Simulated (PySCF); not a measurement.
C4H12OP2S.
SMILES with atom numbers: `[CH3:1][CH2:2][P@@:3](=[O:4])([PH2:5])[CH2:6][S:7][CH3:8]` (hydrogens: H9, H10, H11 on C1; H12, H13 on C2; H14, H15 on P5; H16, H17 on C6; H18, H19, H20 on C8)

The same species was optimised twice, with GFN2-xTB and with PBE0-D3(BJ)/def2-SVP (PySCF), and the same property calculations (PySCF, gas phase) were run on both structures.

```json
{"coordinate": "P3–P5 (Å)", "GFN2-xTB": "2.191", "PBE0-D3(BJ)/def2-SVP": "2.226", "change": "+0.035"}
{"coordinate": "P3=O4 (Å)", "GFN2-xTB": "1.472", "PBE0-D3(BJ)/def2-SVP": "1.502", "change": "+0.030"}
{"coordinate": "C2–P3 (Å)", "GFN2-xTB": "1.849", "PBE0-D3(BJ)/def2-SVP": "1.826", "change": "-0.023"}
{"coordinate": "P3–C6 (Å)", "GFN2-xTB": "1.851", "PBE0-D3(BJ)/def2-SVP": "1.834", "change": "-0.017"}
{"coordinate": "C6–S7 (Å)", "GFN2-xTB": "1.814", "PBE0-D3(BJ)/def2-SVP": "1.810", "change": "-0.004"}
{"coordinate": "C1–C2 (Å)", "GFN2-xTB": "1.516", "PBE0-D3(BJ)/def2-SVP": "1.518", "change": "+0.002"}
{"coordinate": "S7–C8 (Å)", "GFN2-xTB": "1.811", "PBE0-D3(BJ)/def2-SVP": "1.810", "change": "-0.001"}
{"coordinate": "C1–C2–P3 (°)", "GFN2-xTB": "115.5", "PBE0-D3(BJ)/def2-SVP": "117.6", "change": "+2.1"}
{"coordinate": "C2–P3–P5 (°)", "GFN2-xTB": "111.9", "PBE0-D3(BJ)/def2-SVP": "110.0", "change": "-1.9"}
{"coordinate": "P3–C6–S7 (°)", "GFN2-xTB": "110.6", "PBE0-D3(BJ)/def2-SVP": "112.3", "change": "+1.7"}
{"coordinate": "O4–P3–C6 (°)", "GFN2-xTB": "113.1", "PBE0-D3(BJ)/def2-SVP": "114.2", "change": "+1.1"}
{"coordinate": "C2–P3–O4 (°)", "GFN2-xTB": "112.0", "PBE0-D3(BJ)/def2-SVP": "112.8", "change": "+0.8"}
{"coordinate": "P5–P3–C6 (°)", "GFN2-xTB": "103.3", "PBE0-D3(BJ)/def2-SVP": "102.6", "change": "-0.7"}
{"coordinate": "C6–S7–C8 (°)", "GFN2-xTB": "99.7", "PBE0-D3(BJ)/def2-SVP": "100.3", "change": "+0.6"}
{"coordinate": "O4–P3–P5 (°)", "GFN2-xTB": "110.5", "PBE0-D3(BJ)/def2-SVP": "110.8", "change": "+0.3"}
{"coordinate": "C1–C2–P3–O4 (°)", "GFN2-xTB": "170", "PBE0-D3(BJ)/def2-SVP": "174", "change": "+4"}
{"coordinate": "C2–P3–C6–S7 (°)", "GFN2-xTB": "51", "PBE0-D3(BJ)/def2-SVP": "58", "change": "+7"}
{"coordinate": "P3–C6–S7–C8 (°)", "GFN2-xTB": "74", "PBE0-D3(BJ)/def2-SVP": "71", "change": "-3"}
```

Rotational constants: A = 1671, B = 813.3, C = 696.8 MHz (GFN2-xTB) against A = 1634, B = 800.1, C = 684.0 MHz (PBE0-D3(BJ)/def2-SVP). Point groups within 0.08 Å: C1 and C1.

On the GFN2-xTB structure: HOMO (eV) -6.46 [PBE0/pcSseg-1]; LUMO (eV) 0.02 [PBE0/pcSseg-1]; dipole (D) 2.66 [PBE0/pcSseg-1]; GIAO shielding of C1 (ppm) 178.1 [PBE0/pcSseg-1]; GIAO shielding of C2 (ppm) 152.9 [PBE0/pcSseg-1]; GIAO shielding of P3 (ppm) 283.9 [PBE0/pcSseg-1]; GIAO shielding of O4 (ppm) 200.6 [PBE0/pcSseg-1]; GIAO shielding of P5 (ppm) 553.2 [PBE0/pcSseg-1]; GIAO shielding of C6 (ppm) 148.1 [PBE0/pcSseg-1]; GIAO shielding of S7 (ppm) 570.8 [PBE0/pcSseg-1]; GIAO shielding of C8 (ppm) 165.4 [PBE0/pcSseg-1].

**Question.** What do these properties become on the PBE0-D3(BJ)/def2-SVP structure?

**Answer.** 
| property | level | on GFN2-xTB | on PBE0-D3(BJ)/def2-SVP | change |
| --- | --- | --- | --- | --- |
| HOMO (eV) | PBE0/pcSseg-1 | -6.46 | -6.51 | -0.05 |
| LUMO (eV) | PBE0/pcSseg-1 | 0.02 | -0.03 | -0.05 |
| dipole (D) | PBE0/pcSseg-1 | 2.66 | 2.93 | +0.27 |
| energy, GFN2-xTB geometry as zero (kcal/mol) | PBE0/pcSseg-1 | 0.0 | -3.1 | -3.1 |
| GIAO shielding of C1 (ppm) | PBE0/pcSseg-1 | 178.1 | 175.3 | -2.8 |
| GIAO shielding of C2 (ppm) | PBE0/pcSseg-1 | 152.9 | 155.0 | +2.1 |
| GIAO shielding of P3 (ppm) | PBE0/pcSseg-1 | 283.9 | 277.9 | -6.0 |
| GIAO shielding of O4 (ppm) | PBE0/pcSseg-1 | 200.6 | 200.8 | +0.2 |
| GIAO shielding of P5 (ppm) | PBE0/pcSseg-1 | 553.2 | 530.9 | -22.3 |
| GIAO shielding of C6 (ppm) | PBE0/pcSseg-1 | 148.1 | 150.0 | +1.9 |
| GIAO shielding of S7 (ppm) | PBE0/pcSseg-1 | 570.8 | 572.8 | +2.0 |
| GIAO shielding of C8 (ppm) | PBE0/pcSseg-1 | 165.4 | 163.8 | -1.6 |

The heavy atoms differ by 0.088 Å rms after alignment. Among bonds between heavy atoms P3–P5 changes most (+0.035 Å). Changes are differences of the printed values. Neither structure is proved a minimum here.

Shape of the structure used: `[CH3:1][CH2:2][P@@:3](=[O:4])([PH2:5])[CH2:6][S:7][CH3:8]`: C1–C2–P3–O4 174°, C2–P3–C6–S7 58°, P3–C6–S7–C8 71°, H–P5–P3–C2 -67°, H–P5–P3–C2 28°.
